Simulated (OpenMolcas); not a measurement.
Cr2+: ligand-field states by method

Cr2+ with its 6 nearest fluoride ions at 2.182 Å, on the Na site of NaF (a = 4.634 Å, distance in the model lattice 2.317 Å). The rest of the host is ab initio model potentials to 7.6 Å, with orthogonalisation functions on the cations behind the ligands, and point charges beyond; the distance is set by hand and nothing relaxes, and no local charge compensation is placed. Ligand basis ANO-RCC-VDZP.

| Property | Result |
| --- | --- |
| Program | OpenMolcas |
| Basis | ANO-RCC-VTZP [6s5p3d2f1g] |
| Scalar Hamiltonian | DKH2, point nucleus |
| Active space | 4 electrons in 5 orbitals (3d) |
| State averaging | 2S+1 = 5 even, 5 roots; 2S+1 = 3 even, 45 roots; 2S+1 = 1 even, 50 roots |
| Spin-orbit coupling | state interaction with AMFI integrals over the reference wave functions |

I. CASSCF
II. SS-CASPT2, IPEA 0.25 Eh, imaginary shift 0.1 Eh (closed shells correlated: 3s 3p and the ligand valence shells)

Spin-free states (labels of O, the rotations of Oh) in cm-1, each column counted from its own energy of the first state listed:

| State | Degeneracy | I | II |
| --- | --- | --- | --- |
| 5E | 2 | 0 | 0 |
| 5T2 | 3 | 7438 | 8590 |
| 3T1 | 3 | 14354 | 10900 |
| 3E | 2 | 19991 | 16540 |
| 3T1 | 3 | 20755 | 16170 |
| 3T2 | 3 | 21412 | 17030 |
| 3A2 | 1 | 23202 | 18320 |
| 3A1 | 1 | 24065 | 18930 |
| 1T2 | 3 | 24199 | 18390 |
| 1E | 2 | 24990 | 19450 |
| 3T1 | 3 | 27229 | 24560 |
| 3E | 2 | 27235 | 22110 |
| 3T2 | 3 | 28451 | 25710 |
| 1A1 | 1 | 28952 | 21530 |
| 1A2 | 1 | 29770 | 24480 |
| 3T1 | 3 | 29812 | 26950 |
| 1T2 | 3 | 29998 | 24130 |
| 1T1 | 3 | 31409 | 25170 |
| 3T2 | 3 | 34094 | 30570 |
| 3E | 2 | 34996 | 29240 |

From I to II, I's first state of the same spin (5T2) moves from 7438 to 8590 cm-1, by about +1200 cm-1.

From I to II, I's first state of another spin (3T1) moves from 14354 to 10900 cm-1, by about -3500 cm-1.

χT at 300 K: I 2.95, II 2.96 cm3 K/mol.

Roots that are degenerate in the reference are averaged as groups; the widest CASPT2 spread within a group is 190 cm-1 (the 3-fold group of multiplicity 1 near 51300 cm-1 above the lowest state of its run, II). Shifts and gaps below about the spread of the groups concerned are not significant. Over all roots computed the reference weight is 0.72 to 0.74 in II; a low but even weight reflects the number of correlated electrons. An orbital doublet at a regular site is open to a Jahn-Teller distortion, which this geometry leaves out. Ligand-to-metal charge-transfer states are missing. With no ligand orbital active B as a rule stays too high, so bands that hang on it stand too high and its fall with covalency is understated. Without dynamic correlation the repulsion within the d shell is too large (B by tens of per cent), so at a given field states of lower spin stand too high (holds for I). With metal d orbitals alone and no dynamic correlation 10Dq can be off by a tenth to a fifth, either way, in oxide and fluoride hosts (holds for I). These CASPT2 states fit no ligand-field parameters well, so their order and spin gaps are uncertain (holds for II). With one d shell and no ligand orbital active, 10Dq can be off by tens of per cent for divalent 3d ions, low with halides held by bare charges and at times high in hosts (holds for II). Free-ion shares, where given, are those of the reference states; single-state CASPT2 does not remix them (holds for II). No measured value stands beside these numbers; the geometry was set by hand and not optimised.
